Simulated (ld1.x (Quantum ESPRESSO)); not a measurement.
## oxygen (O): excitation energies, all-electron against PAW

- Element: O
- Generator: ld1.x (Quantum ESPRESSO) 7.5
- Type: PAW
- Functional: PBEsol
- Relativity: fully relativistic
- Frozen core: [He]
- Valence charge: 6
- Reference configuration: 2s1 2p5
- Partial waves: 2s (bound): rcut 0.60, rcutus 0.85 bohr; 2s channel at -0.55 Ry: rcut 0.60, rcutus 0.85 bohr; 2p (bound): rcut 1.90, rcutus 2.20 bohr; 2p channel at -0.35 Ry: rcut 1.90, rcutus 2.20 bohr
- Local potential: all-electron potential smoothed inside 0.95 bohr (lloc = -1)
- Core correction: Bessel-smoothed model core inside 0.75 bohr
- Augmentation charge: BG, radius 0.50 bohr

Open shells are filled in proportion to 2j + 1 (rel_dist='average').

Energies are relative to the spin-unpolarised reference configuration 2s1 2p5; without spin polarisation the order of configurations can differ from experiment. Not all tests gave a result: test run stopped at test 6 of 7 (negative rho). The frozen-core shift is the all-electron ΔE with the core orbitals held at their reference shape minus the fully relaxed ΔE.

| valence configuration | charge | ΔE all-electron (eV) | error AE − PS (meV) | frozen-core shift (meV) |
| --- | --- | --- | --- | --- |
| 2s2 2p4 | 0 | -14.855 | +428 | +0.4 |
| 2s2 2p1 | +3 | 88.690 | +6770 | +6.6 |
| 2s2 2p4.3 | -0.3 | -16.961 | +281 | +0.4 |

Task: What are ΔE and the potential's error for 2s2 2p3?

Result: ΔE = 1.505 eV all-electron; the error (AE − PS) is +1584 meV.

Task: What are ΔE and the potential's error for 2s2 2p2?

Result: ΔE = 34.983 eV all-electron; the error (AE − PS) is +3993 meV.

Levels in the configuration 2s2 2p2:

```tsv
level	all-electron (eV)	pseudo (eV)
2s j=1/2	-58.130	-58.496
2p j=1/2	-43.144	-40.179
2p j=3/2	-43.092	-40.068
```

These tests converged, but a pseudo level misses the all-electron one widely, so the file describes the atom poorly there or has found another state: 2s2 2p2: 2p by 3.0 eV.

The ghost test of this file was not conclusive.
